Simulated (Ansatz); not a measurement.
Input and output for `N[SiH2][SiH2][GaH][F]`.

```yaml
crystal:
  periodic: [false, false, false]
  atoms:
    - {symbol: N, position_ang: [-0.711523, 0.847005, -0.736203]}
    - {symbol: Si, position_ang: [-1.167449, -0.798947, -0.121043]}
    - {symbol: Si, position_ang: [0.896126, -1.234926, 0.886016]}
    - {symbol: Ga, position_ang: [1.163986, 1.117901, 0.318958]}
    - {symbol: F, position_ang: [2.063503, 1.283201, -1.222837]}
    - {symbol: H, position_ang: [-1.425975, 1.562319, -0.667189]}
    - {symbol: H, position_ang: [-0.353228, 0.858589, -1.687956]}
    - {symbol: H, position_ang: [-1.720018, -1.604288, -1.243808]}
    - {symbol: H, position_ang: [-2.260047, -0.519118, 0.848987]}
    - {symbol: H, position_ang: [1.702733, -2.231272, 0.132578]}
    - {symbol: H, position_ang: [0.724179, -1.689995, 2.291874]}
    - {symbol: H, position_ang: [1.087713, 2.409543, 1.200612]}
basis:
  gaussian: {orbitals: cc-pVTZ, fitting: {mean_field: def2-universal-jkfit}}
total_charge: -1
magnetization: {spin_polarized: false, initial_magnetization: 1}
hamiltonian: {xc: {name: PBE0}}
correlation: {method: rpa}
accuracy: high
```

```sh
$ ansatz run in.yaml --threads 4 --pin off --events-out ev --progress --plain --max-ram 10444MiB
```

It prints (some lines left out):

```
Functional definition: PBE0
802 factors; integrals over basis functions are off by at most 1.1e0 eV
mean field evaluation 1: about -72438.2171 eV, gradient 4.0e1 eV
mean field evaluation 2: about -72438.2143 eV, gradient 4.0e1 eV
mean field evaluation 4: about -72441.0194 eV, gradient 7.6e0 eV
mean field evaluation 8: about -72441.2210 eV, gradient 7.3e-2 eV
mean field evaluation 16: about -72441.2210 eV, gradient 1.4e-3 eV
mean field -72441.22095760 eV, -2662.1657677688 hartree, gradient 7.2e-8 eV, S^2 0.750000; 8 other end points of the search recorded, 0 dependent functions left out
21 core orbitals not correlated: weight in the atoms' cores, before any rotation towards them, 1.000 or more for the frozen orbitals, at most 0.000 for the correlated occupied ones
reference -72359.80295422 eV, -2659.1737113317 hartree; 21, 20 occupied and 227, 228 virtual orbitals, 802 factors
Total energy: -72397.76732597 eV, -2660.5688762603 hartree
```

Hardware: 4 threads of an Arm Neoverse V2 on a shared host. Wall time 53 s, peak host memory 0.99 GiB.
